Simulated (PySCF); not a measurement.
C2H5FN2Si, SMILES N[Si@@H]1C=N[C@@H]1F.

Coordinates come from a PBE0-D3(BJ)/def2-SVP optimisation. The structure was generated by enumeration; whether it is a known compound was not checked. One conformer was computed; it need not be the lowest.

The numbers are results of B3LYP/def2-TZVP (PySCF), not measurements.

```
Item                                                                                                           Result
---------------------------------------------------------------------------------------------  ----------------------
total energy                                                                                       -578.18469 hartree
highest occupied level                                                                                       -6.83 eV
lowest empty level                                                                                           -1.35 eV
orbital gap                                                                                                   5.48 eV
dipole moment                                                                                                  3.33 D
quadrupole, principal values (traceless, Buckingham form, about the centre of nuclear charge)   -5.84, 0.24, 5.60 D·Å
mean static polarisability                                                                       59.9 bohr³ (8.87 Å³)
polarisability, principal values                                                               51.4, 59.5, 68.7 bohr³
```
